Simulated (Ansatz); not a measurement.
Harmonic frequencies (cm⁻¹) at PBE0-D4/def2-TZVP from Ansatz: 84, 104, 178, 248, 428, 533, 614, 686, 723, 864, 973, 1071, 1133, 1212, 1251, 1943, 3132, 3506.

Each molecule was computed in one conformer, which needn't be the lowest.

**Question.** Which molecule is it?
A. `N[SiH](F)/N=C/F`
B. `N=C1O[CH]1[Zn][F]`
C. `B1O[SiH2]1`
D. `C#C/N=C/O`

**Answer.** B.
